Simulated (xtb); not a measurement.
B(H)(SeH)2 (BH3Se2), SMILES [SeH]B[SeH]. All values are semi-empirical tight-binding results from xtb (GFN2-xTB unless named), good for trends rather than for accurate numbers. Geometry optimised at GFN2-xTB. This is a generated structure with no PubChem entry under its InChIKey; it may be hypothetical. One conformer was computed; it need not be the lowest.

Optimised geometry:

Bond lengths (Å): B1–H2 1.168, B1–Se3 1.901, B1–Se5 1.901, Se3–H4 1.442, Se5–H6 1.442. Bond angles (°): H2–B1–Se3 120.3, H2–B1–Se5 120.3, Se3–B1–Se5 119.5, B1–Se3–H4 97.8, B1–Se5–H6 97.8.

* **point group as xtb finds it**: C2v
* **orbital gap**: 3.46 eV
* **zero-point energy**: 16.8 kcal/mol
* **G − E(el) at 298.15 K (modified RRHO)**: -1.5 kcal/mol
* **static polarisability (D4 model)**: 68.7 bohr³
* **solvation energy, GFN2-xTB/ALPB(water)**: -2.5 kcal/mol
* **solvation energy, GFN2-xTB/ALPB(ch2cl2)**: -4.6 kcal/mol

Computed atomic charges and the Wiberg bond orders between heavy atoms:
charges (e) B1 0.30, H2 -0.09, Se3 -0.25, H4 0.14, Se5 -0.25, H6 0.14. Bond orders B1–Se3 1.22, B1–Se5 1.22.
